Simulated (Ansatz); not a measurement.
Ansatz (a program for electronic structure) input (RI-MP2/aug-cc-pVTZ):
A basis named .json is the Basis Set Exchange file of that set.

Ansatz 0.2 input:
```yaml
crystal:
  periodic: [false, false, false]
  atoms:
    - {symbol: O, position_ang: [-3.57775562, -0.22719140, 0.74756502]}
    - {symbol: C, position_ang: [-3.23823042, -0.15243377, -0.63426010]}
    - {symbol: C, position_ang: [-1.85295847, -0.70806830, -0.94101158]}
    - {symbol: C, position_ang: [-0.73059977, 0.05207601, -0.23382373]}
    - {symbol: C, position_ang: [0.63246548, -0.56832967, -0.48992375]}
    - {symbol: Se, position_ang: [2.13638436, 0.41739256, 0.33335725]}
    - {symbol: H, position_ang: [-3.63875186, -1.15568491, 0.99722364]}
    - {symbol: H, position_ang: [-3.28087117, 0.90940829, -0.88422054]}
    - {symbol: H, position_ang: [-3.99082759, -0.66553476, -1.24472314]}
    - {symbol: H, position_ang: [-1.70003409, -0.67765067, -2.02537029]}
    - {symbol: H, position_ang: [-1.82277026, -1.76735038, -0.65769163]}
    - {symbol: H, position_ang: [-0.93250021, 0.07263325, 0.83881675]}
    - {symbol: H, position_ang: [-0.72588142, 1.09306094, -0.56706080]}
    - {symbol: H, position_ang: [0.67889642, -1.59817519, -0.13910696]}
    - {symbol: H, position_ang: [0.87639924, -0.56948422, -1.55329544]}
    - {symbol: H, position_ang: [1.65725670, 0.24549613, 1.71487693]}
basis:
  gaussian:
    orbitals: aug-cc-pVTZ
    fitting: {mean_field: def2-universal-jkfit, correlation: aug-cc-pVTZ-RIFIT.json}
magnetization: {spin_polarized: false}
correlation: {method: mp2, electrons: outside_noble_gas}
```

Output:

```
Functional definition: HF
integrals: 1.45 GiB planned
823 factors; integrals over basis functions are off by at most 1.1e0 eV
1.51 GiB of device memory are held for the factors and their scratch space
mean field: 2.99 GiB planned
mean field evaluation 1: about -71618.1897 eV, gradient 4.6e1 eV
mean field evaluation 2: about -71622.4831 eV, gradient 2.4e1 eV
mean field evaluation 4: about -71623.6981 eV, gradient 1.2e0 eV
mean field evaluation 8: about -71623.7033 eV, gradient 1.8e-6 eV
mean field -71623.70334829 eV, -2632.1225497598 hartree, gradient 1.8e-6 eV, S^2 0.000000; 0 other end points of the search recorded, 0 dependent functions left out
19 core orbitals not correlated
1181 factors; their error is unknown
reference -71623.70334829 eV, -2632.1225497598 hartree; 19, 19 occupied and 481, 481 virtual orbitals, 1181 factors
second order -30.49555188 eV of doubles, -0.00000000 eV of singles
Total energy: -71654.19890017 eV, -2633.2432406209 hartree
```
